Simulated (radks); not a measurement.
Results of a calculation; reference values are marked as such.
The tin ion Sn+ inside a hard spherical wall (all orbitals vanish at R), configuration held at [Kr] 4d10 5s2 5p1 and not refilled when levels cross. Code: a radial shooting solver on a logarithmic mesh with Libxc functionals. Model: scalar-relativistic Kohn-Sham, r2SCAN, spin-unpolarised, spherical densities, finite nucleus; meta-GGA in the generalised Kohn-Sham scheme; Fermi nuclear charge, rms radius 4.6519 fm. Eigenvalues in eV, with the zero of energy where the potential of the charges vanishes at infinity; a dash marks a level that is unbound or too diffuse for the functional's potential to be trusted. A positive occupied level is held by the wall or, in an anion where self-interaction has pushed it up, behind a barrier. The pressure on the wall is -dE/dV.

[
 {"R (bohr)": "free", "E (hartree)": "-6177.62597", "kinetic (hartree)": "6449.928", "e(4p)": "-100.32", "e(4d)": "-34.617", "e(5s)": "-18.119", "e(5p)": "-10.229", "e(6s, empty)": "-", "e(5d, empty)": "-", "pressure (GPa)": "0"},
 {"R (bohr)": "20", "E (hartree)": "-6177.62597", "kinetic (hartree)": "6449.928", "e(4p)": "-100.32", "e(4d)": "-34.617", "e(5s)": "-18.119", "e(5p)": "-10.229", "e(6s, empty)": "-", "e(5d, empty)": "-", "pressure (GPa)": "< 0.0001"},
 {"R (bohr)": "10", "E (hartree)": "-6177.62594", "kinetic (hartree)": "6449.929", "e(4p)": "-100.32", "e(4d)": "-34.614", "e(5s)": "-18.117", "e(5p)": "-10.226", "e(6s, empty)": "-3.027", "e(5d, empty)": "-2.054", "pressure (GPa)": "0.00120"},
 {"R (bohr)": "7", "E (hartree)": "-6177.62299", "kinetic (hartree)": "6449.956", "e(4p)": "-100.18", "e(4d)": "-34.482", "e(5s)": "-18.019", "e(5p)": "-10.075", "e(6s, empty)": "-0.237", "e(5d, empty)": "-0.682", "pressure (GPa)": "0.211"},
 {"R (bohr)": "6", "E (hartree)": "-6177.61288", "kinetic (hartree)": "6450.032", "e(4p)": "-99.884", "e(4d)": "-34.191", "e(5s)": "-17.791", "e(5p)": "-9.698", "e(6s, empty)": "3.025", "e(5d, empty)": "0.793", "pressure (GPa)": "1.26"},
 {"R (bohr)": "5", "E (hartree)": "-6177.56761", "kinetic (hartree)": "6450.312", "e(4p)": "-99.017", "e(4d)": "-33.355", "e(5s)": "-17.036", "e(5p)": "-8.459", "e(6s, empty)": "10.282", "e(5d, empty)": "4.047", "pressure (GPa)": "8.26"},
 {"R (bohr)": "3.5", "E (hartree)": "-6177.02194", "kinetic (hartree)": "6452.854", "e(4p)": "-94.168", "e(4d)": "-28.763", "e(5s)": "-10.745", "e(5p)": "0.757", "e(6s, empty)": "47.528", "e(5d, empty)": "21.102", "pressure (GPa)": "192"},
 {"R (bohr)": "2.5", "E (hartree)": "-6173.90369", "kinetic (hartree)": "6465.418", "e(4p)": "-80.629", "e(4d)": "-15.404", "e(5s)": "16.302", "e(5p)": "35.124", "e(6s, empty)": "150.56", "e(5d, empty)": "69.906", "pressure (GPa)": "2870"},
 {"R (bohr)": "2", "E (hartree)": "-6166.29311", "kinetic (hartree)": "6494.100", "e(4p)": "-59.984", "e(4d)": "7.055", "e(5s)": "70.163", "e(5p)": "97.516", "e(6s, empty)": "303.69", "e(5d, empty)": "144.55", "pressure (GPa)": "16100"}
]
